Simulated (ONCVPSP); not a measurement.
Varying the ONCV potential for Sn

Base potential:

```json
{
  "Element": "Sn (Z = 50)",
  "Generator": "ONCVPSP 4.0.1",
  "Type": "optimised norm-conserving Vanderbilt (ONCV)",
  "Functional": "PBEsol",
  "Relativity": "scalar-relativistic",
  "Frozen core": "[Ar] 3d10",
  "Valence charge": "22",
  "Reference configuration": "4s2 4p6 4d10 5s2 5p2",
  "Partial waves": "4s+5s: rc 1.60 bohr, ncon 4, nbas 8, qcut 7.5 1/bohr, 3 projectors, debl 1.6 Ha; 4p+5p: rc 1.75 bohr, ncon 4, nbas 7, qcut 9.9 1/bohr, 2 projectors; 4d: rc 1.40 bohr, ncon 4, nbas 8, qcut 9.6 1/bohr, 2 projectors, debl 3.5 Ha",
  "Local potential": "polynomial inside 1.00 bohr (lpopt 1, dvloc0 3 Ha)",
  "Core correction": "none"
}
```

All-electron outer shells of the reference configuration (PBEsol, scalar-relativistic, ld1.x):

| shell | level (eV) | outermost node (bohr) | outermost maximum (bohr) |
| --- | --- | --- | --- |
| 3p | -698.48 | 0.14 | 0.30 |
| 3d | -473.39 | – | 0.25 |
| 4s | -133.74 | 0.40 | 0.74 |
| 4p | -89.56 | 0.41 | 0.79 |
| 4d | -25.79 | 0.39 | 0.88 |
| 5s | -10.59 | 0.98 | 2.01 |
| 5p | -3.71 | 1.09 | 2.55 |

Cutoffs, loose and tight: the cutoffs (Ha) at which the residual kinetic energy of the hardest occupied pseudo-wave falls to 1 and 0.1 mHa per electron. They do not see the model core or the augmentation charge, which bear on the density cutoff. Test errors are all-electron minus pseudo excitation energies from the reference, over the configurations 4s2 4p6 4d10 5s2 5p1; 4s2 4p6 4d10 5s2 5p0; 4s2 4p6 4d10 5s1 5p0; 4s2 4p6 4d10 5s1 5p3. A dash means not determined; rows that change the core or the reference have their own tests.

| change | outcome | cutoff, loose | cutoff, tight | bound ghosts | GHOST(+) flags above zero | largest test error (meV) |
| --- | --- | --- | --- | --- | --- | --- |
| base | generated | 38 Ha | 43 Ha | none | none | -14 |
| d: rc 0.98; local potential polynomial inside 0.98 bohr (lpopt 1, dvloc0 3 Ha) | generated | 45 Ha | 118 Ha | none | s | -14 |
| d: rc 1.18 | generated | 41 Ha | 61 Ha | none | none | -14 |
| d: rc 1.34 | generated | 39 Ha | 44 Ha | none | none | -14 |
| d: rc 1.46 | generated | 37 Ha | 42 Ha | none | none | -14 |
| d: rc 1.82 | generated | 32 Ha | 36 Ha | none | none | -15 |
| d: rc 2.02 | generated | 29 Ha | 33 Ha | none | none | -16 |

What comes out with this change to the base: d: rc 1.72?

outcome: generated; cutoff, loose: 33 Ha; cutoff, tight: 38 Ha; bound ghosts: none; GHOST(+) flags above zero: none; largest test error (meV): -15.

Reading the sweep of the d radius (base included, trends over the rows without a ghost): The loose cutoff falls from 45 Ha at 0.98 to 29 Ha at 2.02 bohr. A larger radius leaves more room for a smooth pseudo-wave, so fewer plane waves are needed; a smaller one forces it to follow the all-electron wave where it bends sharply. The median size of the test errors (rows with all tests solved) stays near 3.1 meV.
